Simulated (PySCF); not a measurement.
Species: C7H5O2PS.
Numbering: `[CH:1]#[C:2][c:3]1[cH:4][p:5][c:6]([C:7](=[O:8])[O:9][CH3:10])[s:11]1`

Geometry (GFN2-xTB, Å), atoms numbered from 1 in this order:
```xyz
16
C7H5O2PS angstrom
C      4.7617   -0.2670   -0.9750
C      3.6298   -0.1822   -0.5796
C      2.3088   -0.0837   -0.1181
C      1.9581    0.0973    1.1940
P      0.2517    0.1982    1.5895
C     -0.2098   -0.0040   -0.0610
C     -1.6028   -0.0174   -0.4687
O     -2.0218   -0.1528   -1.5923
O     -2.3861    0.1480    0.6163
C     -3.7830    0.1563    0.3800
S      1.0128   -0.1959   -1.2620
H      5.7522   -0.3402   -1.3127
H      2.7207    0.1743    1.9531
H     -4.0475    0.9669   -0.3025
H     -4.2540    0.3026    1.3482
H     -4.0985   -0.7915   -0.0615
```

Definitions: NICS(0) = −σiso at the ring centroid; NICS(1) = −σiso and NICS(1)zz = −σzz at ±1 Å along the ring normal z. Level: GIAO PBE0/pcSseg-1 (PySCF, non-relativistic, gas phase) on the GFN2-xTB geometry, one conformer.

Ring bond lengths (Å), with Mayer bond orders in brackets: C3–C4 1.370 (1.53), C4–P5 1.755 (1.17), P5–C6 1.726 (1.36), C6–S11 1.725 (1.15), S11–C3 1.732 (1.18).

Question: What do the NICS probes read (ppm)?

Answer: 
```
           ring                                                     type  NICS(0)  NICS(1), two faces  NICS(1)zz, two faces  rms pucker (Å)  centre to ring atoms, mean (Å)
C3–C4–P5–C6–S11  5-membered ring with P and S; formal bonds all aromatic    -10.5       -10.7 / -10.7         -22.1 / -22.1            0.00                            1.40
```

Question: What can be read from them?

Answer: 
- C3–C4–P5–C6–S11: mean NICS(1)zz -22.1 ppm, shielded.

Question: How equal are the bonds by HOMA? HOMA = 1 − mean of α(R − Ropt)² over the ring bonds, with Krygowski's 1993 parameters (CC: Ropt 1.388 Å, α 257.7 Å⁻²; CP: Ropt 1.698 Å, α 118.91 Å⁻²; CS: Ropt 1.677 Å, α 94.09 Å⁻²).

Answer: 
- C3–C4–P5–C6–S11: HOMA 0.79; the largest term is that of C4–P5, α(R − Ropt)² = 0.38.

Question: List the ring angles and the Hirshfeld charges of the ring atoms.

Answer: 
- C3–C4–P5–C6–S11: C3 116.7° (-0.012 e), C4 118.2° (-0.117 e), P5 92.2° (+0.111 e), C6 119.3° (-0.111 e), S11 93.6° (+0.169 e); sum 540.0° against 540° for a flat convex ring.

Rough CPU time on one thread of a shared machine: about 1.9 min. This is the whole shielding run at PBE0/pcSseg-1, SCF included.
